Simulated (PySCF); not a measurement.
TaOBr, SMILES [Ta](=[O])[Br] (connectivity only; charge and spin as stated), neutral, multiplicity 3. Atoms are numbered in the order given.

```xyz
3

Ta    -0.1878     0.6788     0.0000
O      1.2382     1.6265     0.0000
Br     0.1087    -1.7875     0.0000
```
Charge 0, spin multiplicity 3.

Coordinates come from a B3LYP-D3(BJ)/def2-TZVP optimisation. The multiplicity is an assumed one; other spin states were not compared. The def2 effective core potentials stand for the cores of Ta; spin–orbit coupling is left out.

The numbers are results of TDA-PBE/def2-SVPD (PySCF), not measurements.

Vertical excitations. Gas-phase values at a fixed geometry.

Task: Estimate the UV-visible absorptions. (Estimate from the structure and the level; the computed values follow.)

Result: 
| state | energy (eV) | λ (nm) | f | main pairs |
|---|---|---|---|---|
| root 1 | 0.50 | 2467 | 0.001 | α HOMO→LUMO 100 % |
| root 2 | 1.53 | 813 | 0.011 | α HOMO−1→LUMO 97 % |
| root 3 | 1.99 | 623 | 0.014 | α HOMO→LUMO+1 97 % |
| root 4 | 2.62 | 472 | 0.002 | α HOMO→LUMO+2 92 % |
| root 5 | 2.68 | 463 | 0.022 | α HOMO−1→LUMO+1 91 % |
| root 6 | 3.37 | 368 | 0.018 | α HOMO−1→LUMO+2 99 % |
| root 7 | 3.42 | 362 | 0.004 | α HOMO−2→LUMO 96 % |
| root 8 | 3.62 | 342 | 0.004 | α HOMO→LUMO+3 96 % |
| root 9 | 3.71 | 334 | 0.004 | β HOMO→LUMO 97 % |
| root 10 | 3.74 | 331 | 0.001 | α HOMO−3→LUMO 97 % |
Unrestricted roots are not spin-pure.
